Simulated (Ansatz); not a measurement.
Basis-set extrapolation for CH₄BFOS, SMILES `OBC(F)S` (PBE0-D4/def2-TZVP geometry, frozen core, Ansatz 0.2.0). Multiplicity 1, RHF reference.

```tsv
	def2-TZVPP	def2-QZVPP
HF	-636.869980	-636.892215
MP2 correlation	-0.931161	-1.008522
CCSD(T) correlation	-1.003889	not run
```

Energies in hartree. Use E(X) = E(∞) + A·exp(−7.88·√X) for Hartree–Fock and E(X) = E(∞) + B·X^(−2.97) for correlation, with X = 3 and 4, and add CCSD(T) minus MP2 of the smaller set to the MP2 limit.

Problem. What is the CCSD(T) energy at the basis-set limit?

Solution. HF limit: -636.892215 + (-0.022235) × 0.13774 = -636.89528. MP2 limit: -1.008522 + (-0.077361) × 0.74074 = -1.06583. Higher-order term: -1.003889 − (-0.931161) = -0.07273. Total: -638.03384 hartree, 100.4 kcal/mol below CCSD(T)/def2-TZVPP.
